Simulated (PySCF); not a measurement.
Ligands exchanged one at a time, Ga Br-CH3. All species are isolated molecules in the gas phase. Strings in code marks are SMILES.

Computed with ωB97X-D3(BJ)/def2-TZVP (PySCF 2.14.0). All candidates: neutral, multiplicity 1. Delta-SCF ions had no search for a lower state. 

```
Quantity                                  Result
--------------------------------------  --------
HOMO–LUMO gap                           11.24 eV
dipole moment                             0.00 D
vertical ionisation energy (Delta-SCF)   9.70 eV
```

**Question.** Say which member has these values.
(A) `[CH3][Ga]([Br])[Br]`
(B) `[CH3][Ga]([CH3])[CH3]`
(C) `[CH3][Ga]([CH3])[Br]`

**Answer.** B, `[CH3][Ga]([CH3])[CH3]`. The others give `[CH3][Ga]([Br])[Br]`: 11.24 eV, 2.54 D, 10.74 eV; `[CH3][Ga]([CH3])[Br]`: 10.89 eV, 2.87 D, 9.97 eV
